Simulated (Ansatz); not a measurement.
(LiH)n off (charge +1): gap (eV) at several levels, gas phase, relaxed structures; Ansatz. Clusters are the lowest isomers that short searches found in that spin, judged at the geometry's level. HOMO and LUMO are taken over both spins. A dash marks a value that wasn't run or was left out as unsound. The structures are stationary points that may keep the symmetry of their start.

```
species    state           geometry  PBE-D4/def2-SVP  r2SCAN-D4/def2-TZVP  B3LYP-D4/6-31G  PBE0-D4/def2-SVP  PBE0-D4/def2-TZVP  ωB97M-V/def2-TZVP
  Li2H⁺  singlet  PBE0-D4/def2-TZVP             5.98                 7.86            7.24              7.76               7.75              10.52
 Li2H2⁺  doublet   PBE-D4/def2-TZVP             1.59                 2.39            2.97              3.65               3.63                  –
 Li3H3⁺  doublet  PBE0-D4/def2-TZVP             1.79                 2.87            2.38              3.05               3.00                  –
 Li5H4⁺  singlet  PBE0-D4/def2-TZVP             4.20                 4.92            5.60              6.01               5.94               9.20
 Li5H5⁺  doublet  PBE0-D4/def2-TZVP             1.05                 1.71            1.91              2.48               2.40               5.08
 Li9H8⁺  singlet    PBE-D4/def2-SVP             3.50                 4.27            4.95              5.30               5.30               8.49
```

Question: Estimate the rows for Li6H5⁺ (singlet, r2SCAN-D4/def2-TZVP geometry); Li6H6⁺ (doublet, r2SCAN-D4/def2-TZVP geometry); Li7H7⁺ (doublet, PBE-D4/def2-TZVP geometry).

Answer: 
```csv
species,state,geometry,PBE-D4/def2-SVP,r2SCAN-D4/def2-TZVP,B3LYP-D4/6-31G,PBE0-D4/def2-SVP,PBE0-D4/def2-TZVP,ωB97M-V/def2-TZVP
Li6H5⁺,singlet,r2SCAN-D4/def2-TZVP,3.93,4.75,–,5.73,5.72,8.85
Li6H6⁺,doublet,r2SCAN-D4/def2-TZVP,0.53,0.58,1.20,1.42,1.41,4.13
Li7H7⁺,doublet,PBE-D4/def2-TZVP,0.83,1.33,–,1.96,1.96,3.74
```

Over the 5 species that have every level, the mean is 3.05 at PBE-D4/def2-SVP, 3.87 at r2SCAN-D4/def2-TZVP, 4.18 at B3LYP-D4/6-31G, 4.60 at PBE0-D4/def2-SVP, 4.56 at PBE0-D4/def2-TZVP, 7.49 at ωB97M-V/def2-TZVP. Orbital gaps grow with the share of exact exchange and aren't one observable across functionals.
